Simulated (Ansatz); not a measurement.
Species: C4H9O, charge 0, multiplicity 2. It need not be the lowest isomer of its formula. 
Structure (B3LYP-D3(BJ)/def2-TZVP (Ansatz, a program for electronic structure) minimum search):
```
C
O 1 1.3742
C 2 1.4172 1 117.88
H 3 1.0882 2 106.39 1 173.41
H 3 1.0934 4 108.98 2 -120.83
H 3 1.0945 4 109.28 5 -119.23
C 1 1.4874 2 111.24 3 -175.74
H 7 1.0906 1 110.77 2 166.19
H 7 1.0910 8 108.73 1 121.87
H 7 1.1021 8 107.43 9 115.73
C 1 1.4926 2 119.08 3 38.21
H 11 1.0899 1 109.62 2 -176.51
H 11 1.0913 12 107.65 1 -123.37
H 11 1.1034 12 107.27 13 -115.02
```
Charge 0, spin multiplicity 2.

Total electronic energies in hartree. Cores are frozen in the correlated levels unless marked. Open shells are spin-unrestricted. Spin-orbit coupling is left out. No relativistic terms. Basis-set limits of correlation are two-point, X^-3; Hartree-Fock from the larger set.

```tsv
level	program	energy (Eh)
HF/STO-3G	Ansatz	-228.66741
BLYP/def2-TZVPD	Ansatz	-232.98693
B3LYP/def2-TZVPD	Ansatz	?
PBE0/6-31G*	Ansatz	?
PBE0/def2-SVP	Ansatz	-232.55582
r2SCANh-D4/def2-TZVPD	Ansatz + dftd4	-232.94845
r2SCAN0-D4/def2-TZVPD	Ansatz + dftd4	-232.93481
LC-wPBE-D3(BJ)/def2-TZVPD	Ansatz + dftd3	-232.96096
wB97X-V/def2-TZVPD	Ansatz	?
RPA@PBE/cc-pVTZ	Ansatz	-233.07324
SCS-MP2/6-31G	Ansatz	-231.88727
CCSD/6-31G	Ansatz	-231.93905
CCSD(T)/6-31G*	Ansatz	-232.27321
CCSD(T) with core electrons/cc-pwCVTZ	Ansatz	-232.86417
CCSD(T)/CBS(cc-pVTZ,cc-pVQZ)	Ansatz	-232.7149
```

**Question.** Fill in the missing entries.

**Answer.** 
- B3LYP/def2-TZVPD, energy (Eh): -233.10209
- PBE0/6-31G*, energy (Eh): -232.72266
- wB97X-V/def2-TZVPD, energy (Eh): -233.01997
